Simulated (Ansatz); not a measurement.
Harmonic frequencies (cm⁻¹) at PBE0-D4/def2-TZVP from Ansatz: 30, 92, 199, 220, 240, 247, 270, 304, 343, 421, 484, 504, 581, 588, 695, 811, 862, 962, 1035, 1070, 1095, 1107, 1125, 1164, 1200, 1216, 1258, 1290, 1299, 1320, 1347, 1372, 1403, 1424, 1430, 3057, 3083, 3104, 3114.

Question: Which molecule is it?
A. `F[C@@H]1[C@@H](F)[C@H](F)C(F)(F)[C@@H]1F`
B. `F[C@@H]1[C@@H](F)CC(F)(F)C1(F)F`
C. `F[C@H]1CC(F)(F)[C@H](F)C1(F)F`
D. `FC(F)COC(F)(F)C(F)(F)F`

Answer: A.
